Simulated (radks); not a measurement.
Q: These are the eigenvalues of the occupied orbitals of an atom or ion with whole-number occupations (eV). All-electron calculation, Dirac Kohn-Sham, BLYP, spin-unpolarised, spherical densities, point nucleus. Program: a radial shooting solver on a logarithmic mesh with Libxc functionals.

| orbital | eigenvalue |
|---|---|
| 1s1/2 | -76092.42 |
| 2s1/2 | -13353.68 |
| 2p1/2 | -12793.49 |
| 2p3/2 | -11165.19 |
| 3s1/2 | -3171.414 |
| 3p1/2 | -2920.753 |
| 3p3/2 | -2564.214 |
| 3d3/2 | -2146.188 |
| 3d5/2 | -2069.145 |
| 4s1/2 | -726.0783 |
| 4p1/2 | -620.3734 |
| 4p3/2 | -535.9907 |
| 4d3/2 | -362.8636 |
| 4d5/2 | -347.2015 |
| 5s1/2 | -159.9821 |
| 4f5/2 | -126.9064 |
| 5p1/2 | -126.2672 |
| 4f7/2 | -123.7750 |
| 5p3/2 | -111.9926 |
| 5d3/2 | -65.4541 |

Which element is it, and in what charge state? The configuration may be excited. Open shells, if any, fill j = l - 1/2 first.

A: Z = 77, iridium, charge +5: Ir5+ in [Xe] 4f14 5d4. The list shows which subshells hold electrons but not how many an open one holds; the 1s level, -2796.3 hartree, gives Z - s = 74.8 by -(Z - s)^2/2, which with screening and relativity narrows Z to a few neighbours, and the depths of the outer levels then fix element, charge and occupations together.
